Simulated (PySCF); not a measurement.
## PbH2: from structure and modes to constants

Computed with PBE0/[Pb def2-TZVP with ECP60, H def2-TZVP], scalar-relativistic core potentials, density fitting, no spin–orbit coupling, PySCF.

The singlet minimum has C2v symmetry. Masses (u): Pb 207.97664, H 1.00782.

```xyz
3
charge 0 multiplicity 1, angstrom
Pb    0.0000    0.0000   -0.0125
H     1.3046    0.0000    1.2890
H    -1.3046    0.0000    1.2890
```

Harmonic wavenumbers (cm⁻¹): 730.9 (a1, ×1), 1622.7 (a1, ×1), 1629.4 (b2, ×1).

(1) What is the harmonic zero-point energy?

(2) Find the vibrational entropy and heat capacity at 298.15 K.

(3) Give the standard entropy (298.15 K, 1 bar) by its translational, rotational, vibrational and spin parts, and Cp.

Answers

(1) Half the sum of all 3 wavenumbers, 3983/2 = 1991 cm⁻¹, which is 23.8 kJ/mol (1 cm⁻¹ = 0.0119627 kJ/mol).

(2) With u = 1.43878 ω/T, each mode gives S = R[u/(eᵘ−1) − ln(1−e⁻ᵘ)] and C = R u² eᵘ/(eᵘ−1)².
```tsv
ω (cm⁻¹)	u	S (J/(mol K))	C (J/(mol K))
730.9	3.527	1.14	3.23
1622.7	7.831	0.03	0.20
1629.4	7.863	0.03	0.20
```
The sums over all modes are S = 1.2 and C = 3.6 J/(mol K); the softest mode gives 95 % of the entropy.

(3) Sackur–Tetrode with M = 209.99 u gives 175.5; rotation with symmetry number 2 gives 60.9; vibration 1.2; spin R ln 1 = 0.0. The total is 237.7 J/(mol K), and Cp = 4 R + 3.6 = 36.9 J/(mol K).

With an element this heavy the missing spin–orbit coupling can shift these numbers.
